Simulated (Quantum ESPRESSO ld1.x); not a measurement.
ld1.x (Quantum ESPRESSO 7.5) input

```
 &input
    zed=77.0,
    iswitch=1,
    rel=1,
    dft='RXC-VWN',
    config='[Xe] 4f14 5d5 6s0 6p0',
    verbosity='high',
    prefix='ld1',
    max_out_wfc=37,
    file_charge='ld1.rho',
 /
```

Standard output:

```
     Program LD1 v.7.5 starts

     --------------------------- All-electron run ----------------------------

     scalar relativistic calculation

     atomic number is 77.00
     dft =RXC-VWN   lsd =0 sic =0 latt =0  beta=0.20 tr2=1.0E-14
     Exchange-correlation= RXC-VWN
                           (   3   2   0   0   0   0   0)
     mesh =2119 r(mesh) =  99.50367 a.u. xmin = -8.00 dx = 0.00800
     1 Ry =  13.60569312 eV, c = 137.03599908

     n l     nl                  e(Ry)          e(Ha)          e(eV)
     1 0     1S 1( 2.00)   -5560.781272681   -2780.390636341 -75658.2835202
     2 0     2S 1( 2.00)    -976.757365294    -488.378682647 -13289.4609678
     2 1     2P 1( 6.00)    -850.384493569    -425.192246784 -11570.0704561
     3 0     3S 1( 2.00)    -231.237009597    -115.618504799  -3146.1397913
     3 1     3P 1( 6.00)    -194.205760592     -97.102880296  -2642.3039813
     4 0     4S 1( 2.00)     -52.015827518     -26.007913759   -707.7113867
     4 1     4P 1( 6.00)     -39.841579730     -19.920789865   -542.0723073
     3 2     3D 1(10.00)    -153.291554368     -76.645777184  -2085.6378471
     5 0     5S 1( 2.00)     -10.628905327      -5.314452664   -144.6136241
     5 1     5P 1( 6.00)      -7.422228083      -3.711114042   -100.9845576
     4 2     4D 1(10.00)     -24.846351079     -12.423175540   -338.0518280
     4 3     4F 1(14.00)      -8.104881599      -4.052440800   -110.2725318
     5 2     5D 1( 5.00)      -3.732648077      -1.866324039    -50.7852643
     6 0     6S 1( 0.00)      -3.120612941      -1.560306471    -42.4581020
     6 1     6P 1( 0.00)      -2.366652746      -1.183326373    -32.1999510

     final scf error:  4.6E-15 reached in  34 iterations

     Etot =  -35557.390534 Ry,  -17778.695267 Ha, -483782.943865 eV

     Ekin =   39396.353045 Ry,   19698.176522 Ha,  536014.689689 eV
     Encl =  -87947.705813 Ry,  -43973.852907 Ha,-1196589.496168 eV
     Eh   =   13593.957949 Ry,    6796.978974 Ha,  184955.220177 eV
     Exc  =    -599.995714 Ry,    -299.997857 Ha,   -8163.357563 eV

     normalization and overlap integrals

     s(1S/1S) =  1.000000  <r> =   0.0175  <r2> =    0.0004  r(max) =   0.0109
     s(1S/2S) = -0.034919
     s(1S/3S) = -0.015315
     s(1S/4S) = -0.007542
     s(1S/5S) = -0.003316
     s(1S/6S) = -0.001406
     s(2S/2S) =  1.000000  <r> =   0.0739  <r2> =    0.0065  r(max) =   0.0628
     s(2S/3S) = -0.009825
     s(2S/4S) = -0.004613
     s(2S/5S) = -0.002008
     s(2S/6S) = -0.000850
     s(2P/2P) =  1.000000  <r> =   0.0664  <r2> =    0.0054  r(max) =   0.0514
     s(2P/3P) = -0.007725
     s(2P/4P) = -0.003431
     s(2P/5P) = -0.001375
     s(2P/6P) = -0.000576
     s(3S/3S) =  1.000000  <r> =   0.1911  <r2> =    0.0418  r(max) =   0.1763
     s(3S/4S) = -0.003352
     s(3S/5S) = -0.001411
     s(3S/6S) = -0.000594
     s(3P/3P) =  1.000000  <r> =   0.1918  <r2> =    0.0426  r(max) =   0.1749
     s(3P/4P) = -0.002821
     s(3P/5P) = -0.001094
     s(3P/6P) = -0.000456
     s(4S/4S) =  1.000000  <r> =   0.4246  <r2> =    0.2035  r(max) =   0.3986
     s(4S/5S) = -0.000986
     s(4S/6S) = -0.000408
     s(4P/4P) =  1.000000  <r> =   0.4516  <r2> =    0.2319  r(max) =   0.4182
     s(4P/5P) = -0.000775
     s(4P/6P) = -0.000318
     s(3D/3D) =  1.000000  <r> =   0.1735  <r2> =    0.0353  r(max) =   0.1420
     s(3D/4D) = -0.002056
     s(3D/5D) = -0.000621
     s(5S/5S) =  1.000000  <r> =   0.9732  <r2> =    1.0617  r(max) =   0.8871
     s(5S/6S) = -0.000232
     s(5P/5P) =  1.000000  <r> =   1.1163  <r2> =    1.4051  r(max) =   1.0002
     s(5P/6P) = -0.000171
     s(4D/4D) =  1.000000  <r> =   0.4790  <r2> =    0.2654  r(max) =   0.4249
     s(4D/5D) = -0.000480
     s(4F/4F) =  1.000000  <r> =   0.5337  <r2> =    0.3483  r(max) =   0.3954
     s(5D/5D) =  1.000000  <r> =   1.4819  <r2> =    2.5170  r(max) =   1.2513
     s(6S/6S) =  1.000000  <r> =   2.2530  <r2> =    5.6424  r(max) =   2.0880
     s(6P/6P) =  1.000000  <r> =   2.6597  <r2> =    7.8775  r(max) =   2.4699

     ------------------------ End of All-electron run ------------------------
```

Run on one thread of a shared host, so times are rough (Intel(R) Xeon(R) Processor @ 2.60GHz): 0.72 s of CPU time, 0.76 s wall, 34 iterations on 2119 mesh points.
